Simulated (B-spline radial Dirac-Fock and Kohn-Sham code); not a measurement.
Eu³⁺ 3s: cross section and angular parameters

System: the Eu³⁺ ion, configuration 1s2 2s2 2p6 3s2 3p6 3d10 4s2 4p6 4d10 4f6 5s2 5p6; threshold 1812.6 eV (orbital energy of the model). These are calculated numbers from a radial atomic solver; the model is Dirac-Hartree-Slater photoionisation with a Latter tail; cross sections with all multipoles, angular parameters from the dipole term and its interference with E2.

| hν (eV) | σ (kb) | β | γ |
| --- | --- | --- | --- |
| 1830 | 44.5 | 1.953 | 1.180 |
| 2000 | 39.5 | 1.958 | 0.966 |
| 2850 | 23.7 | 1.968 | 0.400 |
| 5550 | 7.68 | 1.976 | -0.106 |
| 8047.8 | 3.82 | 1.978 | -0.117 |
| 8970 | 3.10 | 1.978 | -0.079 |
| 9251.7 | ? | ? | ? |
| 12200 | 1.67 | 1.979 | 0.140 |

Question: Give the values at Ga Kα (9251.7 eV).

Answer: σ = 2.92 kb, β = 1.979, γ = -0.065. For an s subshell δ is negligible.
